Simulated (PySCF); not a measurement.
Cd(OH)(SMe) (CH4CdOS), SMILES C[S][Cd][OH].

Geometry: PBE-D3(BJ)/def2-SVP. The structure was generated by enumeration; whether it is a known compound was not checked. The def2 effective core potentials stand for the cores of Cd; spin–orbit coupling is left out. The values are those of a single conformer.

All values below come from PBE/def2-TZVPD in PySCF.

| Property | Result |
|---|---|
| total energy | -681.48595 hartree |
| highest occupied level | -5.65 eV |
| lowest empty level | -2.34 eV |
| orbital gap | 3.31 eV |
| dipole moment | 1.96 D |
| quadrupole, principal values (traceless, Buckingham form, about the centre of nuclear charge) | -12.37, 4.01, 8.36 D·Å |
| mean static polarisability | 77.9 bohr³ (11.55 Å³) |
| polarisability, principal values | 57.9, 66.1, 109.8 bohr³ |
